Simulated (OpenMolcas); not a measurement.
# Tb3+: effect of the metal basis and ligand basis

Tb3+ with 6 ligands (chloride) in octahedral coordination (Oh) at 2.68 Å. A charge of +0.5 e stands 2.8 Å behind each ligand.

* Program: OpenMolcas
* Method: CASSCF
* Spin-orbit coupling: state interaction with AMFI integrals over the reference wave functions

Fixed: active space 8 electrons in 7 orbitals (4f), DKH2 Hamiltonian.

States (labels of O, the rotations of Oh). Energies in cm-1 above the lowest state or level, χT in cm3 K/mol.

| Run | Metal basis | Ligand basis | Ground state | First state of that spin | First gap with spin-orbit (degeneracies) | Width of lowest J | χT at 300 K | Cost |
| --- | --- | --- | --- | --- | --- | --- | --- | --- |
| A | ANO-RCC-VDZP | ANO-RCC-VDZP | 7A2 | 7T2 129.7 | 21.1 (1, 3) | 191 | 11.721 | roughly 110 core-seconds |
| B | ANO-RCC-VTZP | ANO-RCC-VTZP | 7A2 | 7T2 159.6 | 23.0 (1, 3) | 211 | 11.710 | roughly 5 core-minutes |

Against A, the width of the lowest J multiplet changes by +10.5 % in B.

Costs are those of the RASSCF and RASSI steps.

High states are left out of the spin-orbit mixing, which shifts the levels that they would mix with. Without dynamic correlation the ligand-field splitting of an f shell can come out too small, at times by half. No measured value stands beside these numbers; the geometry was imposed, not optimised, and the real ion may take another.
